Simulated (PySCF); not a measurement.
One molecule, a ladder of functionals, a line

Molecule: SMILES F[SiH2][SiH2][SiH3], FH7Si3.

Numbering as in the mapped SMILES `[F:1][SiH2:2][SiH2:3][SiH3:4]`. Hydrogens are named by the atom that carries them.

GIAO shieldings (ppm, equivalent atoms averaged) in PySCF 2.14 on the PBE0-D3(BJ)/def2-SVP geometry, basis pcSseg-2, gas phase, non-relativistic:

```tsv
functional	exact exchange (%)	σ(F1)	σ(Si2)
BLYP	0	401.4	305.8
BP86	0	404.2	314.2
PBE	0	404.6	315.0
B3LYP	20	409.2	321.3
PBE0	25	413.5	334.7
mPW1PW91	25	413.1	334.0
HF	100	427.6	388.7
```

(1) Fit each shielding as a line in the percentage of exact exchange.

(2) What does the line predict for BHandHLYP (50 %), and what does the run give?

Results:

(1) σ(F1) = 404.6 + 0.24 x (rms 1.9 ppm); σ(Si2) = 311.7 + 0.77 x (rms 3.9 ppm). The functionals also differ in their semilocal parts, which the line can't hold; Hartree–Fock has no correlation at all.

(2) σ(F1): 416.6 predicted, 417.6 computed; σ(Si2): 350.2 predicted, 344.7 computed ppm.
